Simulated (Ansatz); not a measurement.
C4H4, SMILES `C#C[C]C` (excited singlet) (charge 0, multiplicity 1). This singlet is an excited state, 0.49 eV above the relaxed triplet at the level B3LYP/cc-pVTZ // B3LYP-D3(BJ)/def2-TZVP (Ansatz, an electronic-structure program).

Method: r2SCAN0/cc-pVTZ // B3LYP-D3(BJ)/def2-TZVP in Ansatz.

Ansatz 0.2 input:
```yaml
crystal:
  periodic: [false, false, false]
  atoms:
    - { symbol: C, position_ang: [2.567479, 0.143793, -0.25586] }
    - { symbol: C, position_ang: [1.233672, 0.076623, -0.168303] }
    - { symbol: C, position_ang: [0.004431, -0.042381, -0.230725] }
    - { symbol: C, position_ang: [-1.422677, -0.173473, -0.363136] }
    - { symbol: H, position_ang: [3.052726, 0.516029, 0.654085] }
    - { symbol: H, position_ang: [-1.938935, -0.286287, 0.593632] }
    - { symbol: H, position_ang: [-1.707268, -0.988206, -1.035309] }
    - { symbol: H, position_ang: [-1.789433, 0.753899, -0.820328] }
basis:
  gaussian: { orbitals: cc-pVTZ }
hamiltonian:
  xc: r2scan0
```

Output:

```
Functional definition: r2SCAN0
932 factors; their error is unknown
mean field evaluation 1: about -4201.7799 eV, gradient 4.3e1 eV
mean field evaluation 2: about -4203.2087 eV, gradient 3.5e1 eV
mean field evaluation 4: about -4206.2292 eV, gradient 2.4e0 eV
mean field evaluation 8: about -4206.2410 eV, gradient 2.5e-1 eV
mean field -4206.24111310 eV, -154.5765098137 hartree, gradient 4.7e-5 eV, S^2 0.000000; 0 other end points of the search recorded, 0 dependent functions left out
reference -4206.24112104 eV, -154.5765101057 hartree; 14, 14 occupied and 162, 162 virtual orbitals, 932 factors
Total energy: -4206.24112104 eV, -154.5765101057 hartree
```
